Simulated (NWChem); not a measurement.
System: BHSeF2; SMILES FB(F)[SeH]

Input file for NWChem:

```
start job
memory heap 200 mb stack 900 mb global 1100 mb
geometry units angstroms noautosym nocenter noautoz
  B      0.004712    -0.949131     0.000000
  F      1.135949    -1.623834     0.000000
  F     -1.127155    -1.623429     0.000000
  Se     0.060067     0.989898     0.000000
  H     -1.403691     1.115291     0.000000
end
basis spherical
  * library def2-svp
end
dft
  xc b3lyp
  iterations 150
end
property
  response 1 0.0773
end
task dft property
```

Geometry: optimised at PBE0/def2-SVP.

Field at 589 nm.

Problem. What results follow from this input? (B3LYP/def2-SVP.) Quantities: isotropic polarisability (bohr³); anisotropy (bohr³).

Solution. isotropic polarisability (bohr³): 32.5
anisotropy (bohr³): 17.0
